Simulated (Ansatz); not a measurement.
Consider the hydrogenolysis of a B–C bond: `CB1[SiH2]S1` + H₂ → `B1[SiH2]S1` + CH₄.

Computed with Ansatz on PBE0-D4/def2-TZVP structures; ΔE is electronic, products minus reactants. CCSD(T)/CBS is the MP2 limit (def2-TZVPP, def2-QZVPP) plus CCSD(T) − MP2 in def2-TZVPP, frozen cores. This one scheme is used for every species.

```tsv
species	CCSD(T)/CBS(def2) energy (Eh)
`CB1[SiH2]S1`	-752.73358
H₂	-1.17544
`B1[SiH2]S1`	-713.45359
CH₄	-40.46206
```

Question: Work out ΔE.

Answer: ΔE = (-713.45359) + (-40.46206) − (-752.73358) − (-1.17544) = -0.00663 Eh = -17.4 kJ/mol.

Question: What do rigid-rotor, harmonic-oscillator terms from PBE0-D4/def2-TZVP frequencies (298.15 K, 1 bar) make of the CCSD(T)/CBS value? (Best estimate.)

Answer: Ansatz gave: ΔZPE = +16.8 kJ/mol, ΔH = -4.2 kJ/mol, ΔS = 11 J/(mol·K), ΔG = -7.6 kJ/mol.

Largest T1 diagnostic among the species: 0.017.

At CCSD(T), def2-SVP lies −4.5 kJ/mol from the extrapolated value and def2-TZVPP −1.1 kJ/mol. Leaving LDA and LC-ωPBE aside and taking each functional with its dispersion term where it has one, the values, not all of them listed here, spread over 14.4 kJ/mol, from B2PLYP to revPBE-D4. LDA lies +8.0 kJ/mol from PBE without D4. From BLYP to BHLYP (50 % exact exchange), in def2-TZVPP and without D4, ΔE moves by −4.2 kJ/mol.
